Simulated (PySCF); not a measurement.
Continuum solvent and chemical shifts

Geometry:
```
atom   x (Å)   y (Å)   z (Å)
  B1   1.386  -0.618  -0.201
  O2  -0.114   0.009  -0.393
  C3  -1.149  -0.790   0.164
  C4  -0.210   1.386  -0.057
  H5   1.580  -0.565   1.010
  H6   2.092   0.129  -0.858
  H7   1.281  -1.748  -0.645
  H8  -2.122  -0.377  -0.138
  H9  -1.020  -1.800  -0.237
 H10  -1.062  -0.813   1.263
 H11  -0.064   1.525   1.027
 H12  -1.195   1.763  -0.366
 H13   0.587   1.901  -0.605
```

GIAO PBE0/pcSseg-1 in PySCF 2.14 on one PBE0-D3(BJ)/def2-SVP conformer, non-relativistic, equivalent nuclei averaged. Solvents enter as an IEF-PCM continuum (chloroform with ε = 4.7, water with ε = 78.4) around the gas-phase geometry. Shifts are referred to BF3·OEt2, TMS computed in the same medium.

Gas phase, δ in ppm: B1 1.6, C3/C4 67.9, H8/H9/H10/H11/H12/H13 3.38, H5/H6/H7 3.07. Dipole moment 4.99 D.

(1) How does each δ change in the continuum?

(2) Which nuclei move most (in ppm), and what does the model miss?

Answers

(1) 
```json
{"atoms": "B1", "environment": "boron bonded to O, 3 H", "Δδ, chloroform": "-1.4", "Δδ, water": "-1.9"}
{"atoms": "C3/C4", "environment": "methyl carbon bonded to O", "Δδ, chloroform": "+0.8", "Δδ, water": "+1.1"}
{"atoms": "H8/H9/H10/H11/H12/H13", "environment": "hydrogen on a methyl carbon bonded to O", "Δδ, chloroform": "+0.15", "Δδ, water": "+0.21"}
{"atoms": "H5/H6/H7", "environment": "hydrogen on a boron bonded to O", "Δδ, chloroform": "-0.28", "Δδ, water": "-0.38"}
```

Changes are relative to the gas phase. The dipole moment becomes 5.72 D in chloroform, 6.02 D in water.

(2) B1 (boron bonded to O, 3 H, -1.9 ppm) in water. A continuum only polarises the solute; specific hydrogen bonds, the anisotropy of aromatic solvents and changes of geometry or conformer are outside it.
